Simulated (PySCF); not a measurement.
These 3 structures share the formula C5H7F3O2. Level of theory: PySCF, PBE0-D3(BJ)/def2-SVP geometry optimisation, gas phase. One conformer each; no zero-point energy, no entropy. No frequencies were run at this level. Point groups hold within 0.08 Å.

Question: Order them by energy at this level, lowest first, and give relative energies in kcal/mol.
A. `[F:1][C:2]([F:3])([F:4])[CH2:5][C@H:6]1[CH2:7][O:8][CH2:9][O:10]1` with C2–C5–C6–C7 71°, C5–C6–C7–O8 146°, C6–C7–O8–C9 -38°, C7–O8–C9–O10 36°, O8–C9–O10–C6 -18°
B. `[F:1][C:2]([F:3])([F:4])[CH:5]1[O:6][CH2:7][CH2:8][CH2:9][O:10]1` with C2–C5–O6–C7 -81°, C5–O6–C7–C8 -51°, O6–C7–C8–C9 53°, C7–C8–C9–O10 -53°
C. `[F:1][C:2]([F:3])([F:4])[C@H:5]1[CH2:6][O:7][CH2:8][CH2:9][O:10]1` with C2–C5–C6–O7 176°, C5–C6–O7–C8 -57°, C6–O7–C8–C9 58°, O7–C8–C9–O10 -56°

Answer: A (0.0), B (1.0), C (4.7).

Neighbours under 2.5 kcal/mol apart (FC(F)(F)C[C@H]1COCO1 and FC(F)(F)C1OCCCO1) can change places with a better method, another conformer or zero-point energy.

```
              SMILES      E (Eh)  E rel (kcal/mol)  dipole (D)  point group       A, B, C (MHz)
FC(F)(F)C[C@H]1COCO1  -643.58199               0.0        1.20           C1  3154, 728.8, 679.5
    FC(F)(F)C1OCCCO1  -643.58040               1.0        2.62           Cs   2358, 1128, 994.4
FC(F)(F)[C@H]1COCCO1  -643.57449               4.7        2.24           C1  2642, 938.4, 813.9
```
